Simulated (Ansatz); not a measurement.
Species: N-dimethylboranylmethanamine, C$_{3}$H$_{10}$BN, charge 0, multiplicity 1. 
Structure (B3LYP-D3(BJ)/def2-TZVP (Ansatz, a quantum-chemistry and plane-wave program) minimum search):
SMILES: CNB(C)C
```xyz
15

C      1.6089    -1.1548     0.5939
N      0.9805    -0.0611    -0.1237
B     -0.3732     0.2964    -0.1719
C     -0.7904     1.5639    -1.0203
C     -1.4710    -0.5258     0.6212
H      2.3315    -0.7888     1.3293
H      2.1331    -1.8334    -0.0854
H      0.8543    -1.7287     1.1266
H      1.6365     0.5092    -0.6359
H     -1.3487     2.2761    -0.4037
H      0.0481     2.1013    -1.4718
H     -1.4723     1.2752    -1.8273
H     -1.3024    -1.6054     0.6248
H     -2.4740    -0.3484     0.2282
H     -1.4885    -0.2108     1.6713
```

Quantity: atomisation energy (electronic, to ground-state atoms); the coupled-cluster value holds the core correlation from cc-pwCVTZ, in kcal/mol. Valence correlation only, unless marked. UHF or UKS for open shells. No spin-orbit coupling. Non-relativistic. CBS(X,Y): correlation extrapolated as X^-3; Hartree-Fock from the larger set.

Level to compare with: CCSD(T)/CBS(cc-pVTZ,cc-pVQZ) plus the core term (Ansatz), 1399.8 kcal/mol. It is a level with limits of its own, and the differences hold the functionals' basis error too.

Rank these functionals by how close they come to CCSD(T)/CBS(cc-pVTZ,cc-pVQZ), closest first: SVWN5/def2-TZVPD (Ansatz); r2SCAN/def2-TZVPD (Ansatz); BHLYP/def2-TZVPD (Ansatz).

r2SCAN/def2-TZVPD (meta-GGA, 1397.7 kcal/mol, difference -2.1), BHLYP/def2-TZVPD (global hybrid, 1365.2 kcal/mol, difference -34.6), SVWN5/def2-TZVPD (LDA, 1580.0 kcal/mol, difference 180.2)
